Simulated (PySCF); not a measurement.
First SCF of a structure search on singlet HfOCl₂, at a hand-made T-shaped (ligand arrangement 1) geometry. PySCF input:

```python
from pyscf import gto, scf, dft
mol = gto.M(atom='''
Hf     0.000000     0.000000     0.000000
O     -1.848900     0.000000     0.064600
Cl     0.000000     0.000000     2.510000
Cl     2.508500     0.000000     0.087600''',
    basis={'Hf': 'def2-TZVP', 'O': 'def2-TZVP', 'Cl': 'def2-TZVP'},
    ecp={'Hf': 'def2-TZVP'},
    charge=0, spin=0)
mf = dft.RKS(mol, xc='PBE0')
mf.grids.atom_grid = (50, 194)
aux = {'Hf': 'def2-universal-JKFIT', 'O': 'def2-universal-JKFIT', 'Cl': 'def2-universal-JKFIT'}
mf = mf.density_fit(auxbasis=aux)
mf.conv_tol = 1e-08
mf.diis_space = 10
mf.max_cycle = 60
mf.init_guess = 'minao'
mf.verbose = 4
mf.kernel()
```

Excerpt of the output (cycles and frontier levels):

```
init E= -1024.54534380465
  HOMO = -0.465734520801204  LUMO = -0.311548455156741  gap/eV = 4.19562
cycle= 1 E= -1043.11826454592  delta_E= -18.6  |g|= 1.18  |ddm|= 6.49
  HOMO = -0.169210084076441  LUMO = -0.154720469490853  gap/eV = 0.39428
cycle= 2 E= -1036.05214812579  delta_E= 7.07  |g|= 3.91  |ddm|= 3.11
  HOMO = -0.258578215465775  LUMO = -0.112826156009092  gap/eV = 3.96612
cycle= 3 E= -1043.3457651349  delta_E= -7.29  |g|= 0.495  |ddm|= 3.02
  HOMO = -0.314916192139161  LUMO = -0.184786684750623  gap/eV = 3.54100
cycle= 4 E= -1043.40467290327  delta_E= -0.0589  |g|= 0.254  |ddm|= 0.579
  HOMO = -0.299138078523041  LUMO = -0.154777356688718  gap/eV = 3.92826
cycle= 5 E= -1043.41836349095  delta_E= -0.0137  |g|= 0.102  |ddm|= 0.243
  HOMO = -0.29692946739212  LUMO = -0.158220453929989  gap/eV = 3.77446
cycle= 6 E= -1043.42077069157  delta_E= -0.00241  |g|= 0.0348  |ddm|=  0.1
  HOMO = -0.299122912932518  LUMO = -0.15564280065343  gap/eV = 3.90429
cycle= 7 E= -1043.42104037123  delta_E= -0.00027  |g|= 0.0163  |ddm|= 0.0321
  HOMO = -0.299637695302223  LUMO = -0.156092640300823  gap/eV = 3.90606
cycle= 8 E= -1043.42108767491  delta_E= -4.73e-05  |g|= 0.0057  |ddm|= 0.00795
  HOMO = -0.29970966501549  LUMO = -0.155794163313841  gap/eV = 3.91614
cycle= 9 E= -1043.42109429216  delta_E= -6.62e-06  |g|= 0.00196  |ddm|= 0.00326
  HOMO = -0.299813681133773  LUMO = -0.155768892921601  gap/eV = 3.91966
cycle= 10 E= -1043.42109512594  delta_E= -8.34e-07  |g|= 0.000445  |ddm|= 0.00128
  HOMO = -0.299787691193383  LUMO = -0.155771074453143  gap/eV = 3.91889
cycle= 11 E= -1043.42109517192  delta_E= -4.6e-08  |g|= 7.59e-05  |ddm|= 0.00038
  HOMO = -0.299791224393421  LUMO = -0.155775350308926  gap/eV = 3.91887
cycle= 12 E= -1043.42109517335  delta_E= -1.43e-09  |g|= 1.76e-05  |ddm|= 7.42e-05
  HOMO = -0.299789898602985  LUMO = -0.155774527483928  gap/eV = 3.91886
Extra cycle  E= -1043.42109517319  delta_E= 1.6e-10  |g|= 3.49e-05  |ddm|= 3.49e-05
converged SCF energy = -1043.42109517319
```

No lower solution of this spin was found from smeared starts or by a stability analysis within the restricted form, which does not test spin polarisation.

With an element this heavy the missing spin–orbit coupling can shift these numbers.

The search for the lowest solution, 3 starts and the stability check together, took 12 s on 4 threads of a shared Arm Neoverse V2 host, with 145 basis functions; the process peaked at 0.6 GiB. Launch command: `OMP_NUM_THREADS=4 python axn.py task.json out`.
